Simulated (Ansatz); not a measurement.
Two structures of BNH6Se, closed shell, reached by relaxing down either side of one saddle point (PBE0-D4/def2-TZVP). Energies are electronic, without zero-point energy. Ansatz 0.2.0; basis: def2-TZVPP and def2-QZVPP; cores frozen in the correlated methods. Filled d shells of the heavier atoms are correlated. The def2 sets are not built for correlating such inner shells, so the correlated values are less sure here. Extrapolation: Hartree–Fock as exp(−7.88 √X), correlation as X^−2.97. First:

B1  (-1.176, -0.413, 0.891)
N2  (-0.532, 0.806, 0.791)
H3  (-2.163, -0.507, 1.561)
H4  (-0.730, -1.356, 0.298)
H5  (1.422, 0.152, -2.606)
Se6  (2.285, -0.072, -1.441)
H7  (0.304, 0.940, 0.240)
H8  (-0.850, 1.636, 1.261)
H9  (1.440, -1.186, -0.994)
(Å)

Second:

B1  (-0.532, -0.526, -0.093)
N2  (-0.065, 0.928, 0.478)
H3  (-1.638, -0.366, -0.546)
H4  (-0.464, -1.294, 0.831)
H5  (-0.032, 1.601, -0.284)
Se6  (0.722, -0.982, -1.629)
H7  (0.871, 0.872, 0.868)
H8  (-0.697, 1.272, 1.197)
H9  (1.834, -1.505, -0.822)
(Å)

Problem. Which bonds change from the first to the second?

Solution. BNH₄ ([BH2][NH2]) + H₂Se → BH₃Se ([BH2][SeH]) + NH₃ (still joined by a long B–N bond); bonds formed: B1–Se6, N2–H5; bonds broken: H5–Se6; bonds weakened to dative contacts: B1–N2.

Problem. Give the saddle point's structure and its height above each. (Judge from chemistry; the value comes from the calculation.)

Solution. The calculation gives: 100.9 kJ/mol above the first and 135.8 kJ/mol above the second (CCSD(T) at an estimated basis limit (MP2 extrapolated from triple and quadruple zeta, plus CCSD(T) − MP2 in triple zeta)).
| atom | x (Å) | y (Å) | z (Å) |
| --- | --- | --- | --- |
| B1 | -0.6688 | -0.4726 | 0.2416 |
| N2 | -0.1350 | 0.8830 | 0.6292 |
| H3 | -1.7534 | -0.4880 | -0.2612 |
| H4 | -0.2714 | -1.4164 | 0.8567 |
| H5 | 0.5822 | 0.6248 | -0.6496 |
| Se6 | 0.6859 | -0.5798 | -1.7612 |
| H7 | 0.4752 | 0.9398 | 1.4309 |
| H8 | -0.7712 | 1.6659 | 0.6020 |
| H9 | 1.8564 | -1.1567 | -1.0885 |

No T1 diagnostic of these runs exceeds 0.012.

Labels in which every atom is bracketed show which atoms are joined, not bond orders.

For scale, one of the runs: CCSD(T)/def2-TZVPP, 194 basis functions, launched by `ansatz run in.yaml --threads 4 --pin off --events-out ev --progress --plain --max-ram 9574MiB`. Hardware: 4 CPU threads of an Arm Neoverse V2, shared host. Wall time 44 s; peak host memory 2.3 GiB.
